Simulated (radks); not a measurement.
Ir II, configuration [Xe] 4f14 5d7 6s1.

All-electron calculation, scalar-relativistic Kohn-Sham, BLYP, spin-unpolarised, spherical densities, finite nucleus; Fermi nuclear charge, rms radius 5.4032 fm. Program: a radial shooting solver on a logarithmic mesh with Libxc functionals.

Energy parts (eV):
| part | energy |
|---|---|
| total | -485035.62 |
| kinetic | 539022.37 |
| electron-nucleus | -1202712.70 |
| Hartree | 188090.11 |
| exchange-correlation | -9435.39 |

Orbitals (lengths in bohr, moments of r in powers of bohr):
orbital	occ.	eigenvalue (eV)	<1/r>
1s	2	-76116.20	92.15
2s	2	-13323.14	21.59
2p	6	-11579.47	19.36
3s	2	-3122.298	8.002
3p	6	-2612.202	7.338
3d	10	-2049.641	6.918
4s	2	-672.2423	3.418
4p	6	-504.8786	3.095
4d	10	-299.0778	2.766
5s	2	-106.1770	1.378
4f	14	-70.3430	2.316
5p	6	-62.9216	1.166
5d	7	-15.1966	0.7846
6s	1	-13.5755	0.4665

The highest occupied level is 6s at -13.575 eV. The electron density at the nucleus is 1.949e+06 e/bohr^3 (large components only).
